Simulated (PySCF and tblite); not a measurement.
Values are calculated unless marked as measured or tabulated.
System: C5H2N2O2, numbered as in [N:1]#[C:2][c:3]1[o:4][cH:5][n:6][c:7]1[CH:8]=[O:9].

Motion: rotation about the C7–C8 bond (torsion C3–C7–C8–O9 from 0° to 180°, rising). GFN2-xTB gives an electronic barrier of 6.0 kcal/mol and a reaction energy of 2.5 kcal/mol.

Task: What does PBE0/pcSseg-1 + D3(BJ) give on GFN2-xTB geometries?

Result: A barrier of 8.7 kcal/mol, 2.7 above the tight-binding barrier (from unrounded values), a reaction energy of 2.0 kcal/mol and, with GFN2-xTB thermal terms, ΔG‡(298 K) = 8.6 kcal/mol and k = 6.4×10⁶ s⁻¹ (2 equivalent paths).

Programs: tblite and PySCF.
